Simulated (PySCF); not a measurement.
# Shieldings and the share of exact exchange

Molecule: `FBSB`, B2FH3S.

Atom-mapped SMILES (the numbers label the heavy atoms): `[BH2:1][S:2][BH:3][F:4]` (H(Xn): hydrogen on atom n).

GIAO shieldings (ppm, equivalent atoms averaged) in PySCF 2.14.0 with density-fitted response routines on the PBE0-D3(BJ)/def2-SVP geometry, basis pcSseg-2, gas phase, non-relativistic:

```tsv
functional	exact exchange (%)	σ(B1)	σ(B3)	σ(S2)	σ(F4)
BLYP	0	11.2	35.2	290.0	155.1
BP86	0	14.3	38.8	305.2	153.0
PBE	0	12.6	37.6	304.6	149.4
PBE0	25	18.9	43.7	347.8	179.0
mPW1PW91	25	19.5	43.8	348.2	181.2
BHandHLYP	50	23.8	47.5	370.0	208.1
HF	100	39.9	61.9	450.9	249.5
```

**Question.** Fit each shielding as a line in the percentage of exact exchange.

**Answer.** σ(B1) = 12.4 + 0.27 x (rms 1.2 ppm); σ(B3) = 37.2 + 0.24 x (rms 1.2 ppm); σ(S2) = 302.8 + 1.49 x (rms 7.1 ppm); σ(F4) = 154.0 + 0.99 x (rms 3.0 ppm). The functionals also differ in their semilocal parts, which the line can't hold; Hartree–Fock has no correlation at all.

**Question.** What does the line predict for B3LYP (20 %), and what does the run give?

**Answer.** σ(B1): 17.8 predicted, 15.9 computed; σ(B3): 42.0 predicted, 40.0 computed; σ(S2): 332.6 predicted, 323.1 computed; σ(F4): 173.8 predicted, 177.9 computed ppm.
